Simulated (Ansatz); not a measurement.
This geometry of Cl2H6Si3 + H (12 atoms, charge 0, multiplicity 2) is a first-order saddle point.

Method: Ansatz, UKS PBE0/6-31G*.

```xyz
12
Properties=species:S:1:pos:R:3
Si -0.034 0.028 -0.088
Cl 0.033 -0.101 2.236
Cl 1.929 0.159 -0.765
Si -1.152 2.023 -0.589
H -2.531 1.933 -0.033
H -0.425 3.160 0.036
H -1.227 2.225 -2.063
Si -0.963 -1.993 -0.818
H -2.350 -2.085 -0.283
H -1.003 -2.042 -2.306
H -0.144 -3.122 -0.301
H 0.131 -0.186 3.806
```

(1) Which two structures does it join? (They come from a converged band through this point; their orientation in space is the band's.)

(2) How far does it lie above each of them?

Results:

(1) Bonds broken: Si1–Cl2. Bonds formed: Cl2–H12. Cl2H6Si3 + H becomes ClH + ClH6Si3.

Initial state:

```xyz
12
Properties=species:S:1:pos:R:3
Si -0.029 0.014 -0.170
Cl 0.115 -0.114 1.901
Cl 1.896 0.162 -0.947
Si -1.164 1.997 -0.689
H -2.542 1.929 -0.127
H -0.434 3.154 -0.106
H -1.242 2.137 -2.171
Si -0.962 -1.987 -0.953
H -2.338 -2.127 -0.399
H -1.032 -1.942 -2.441
H -0.119 -3.133 -0.518
H 0.115 -0.091 5.453
```

Final state:

```xyz
12
Properties=species:S:1:pos:R:3
Si 0.375 0.031 -0.665
Cl -0.226 -0.106 3.121
Cl 1.668 0.222 -2.300
Si -0.904 1.982 -0.481
H -1.932 1.768 0.577
H -0.032 3.126 -0.094
H -1.589 2.312 -1.764
Si -0.758 -2.009 -0.820
H -1.702 -2.106 0.329
H -1.529 -2.120 -2.093
H 0.220 -3.130 -0.752
H -1.325 0.030 3.774
```

(2) 0.62 eV above the first and 0.66 eV above the second. This is the barrier of this one path; another mechanism may lie lower.

The run took 10 min on 4 threads of Arm Neoverse V1, on a shared host, peak memory 0.43 GiB.
